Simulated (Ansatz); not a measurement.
H$_{7}$Ge$_{3}$, doublet, geometry from GFN2-xTB. Base run: HF/STO-3G (Ansatz, an electronic-structure program).

Geometry (Å):
```xyz
10

Ge     2.1390     0.2073    -0.2632
Ge    -0.0361    -0.8398     0.1650
Ge    -1.9828     0.5797     0.0961
H      1.8426     1.0242    -1.5700
H      2.0707     1.4662     0.6715
H     -0.3045    -2.0180    -0.7723
H     -0.0675    -1.5804     1.5026
H     -3.2710    -0.1554     0.3612
H     -2.1749     1.2606    -1.2300
H     -1.9408     1.6934     1.1044
```
Charge 0, spin multiplicity 2.
Orbitals are unrestricted.
All else is at Ansatz's defaults.

Each row names what was changed in the base input (with any setting that the change needs).

```tsv
change	basis functions	E (Eh)
base	61	-6159.35486
basis = x2c-SVPall; relativity = spin-free X2C; nucleus = Gaussian	131	-6294.21126
basis = x2c-TZVPall; relativity = none	186	-6201.38316
basis = x2c-TZVPall; relativity = spin-free X2C; nucleus = Gaussian	186	-6295.30102
basis = ANO-RCC-VDZP; relativity = spin-free X2C; nucleus = Gaussian	116	-6295.27780
basis = x2c-TZVPall; relativity = spin-free X2C	186	-6295.33474
basis = ANO-RCC-VDZP; relativity = spin-free X2C	116	-6295.31783
basis = x2c-SVPall; relativity = spin-free X2C	131	-6294.24224
basis = x2c-SVPall; relativity = none	131	-6203.66674
basis = ANO-RCC-VDZP; relativity = none	116	-6190.31602
```

Totals shift with the method and basis; they matter in differences.

Ansatz warned in this series: the basis is contracted for relativity, which the run leaves out.

Basis sets contracted for a relativistic Hamiltonian are a mismatch without it, so the rows without relativity aren't non-relativistic limits. No row has spin-orbit coupling; sets with core potentials leave out the core electrons.
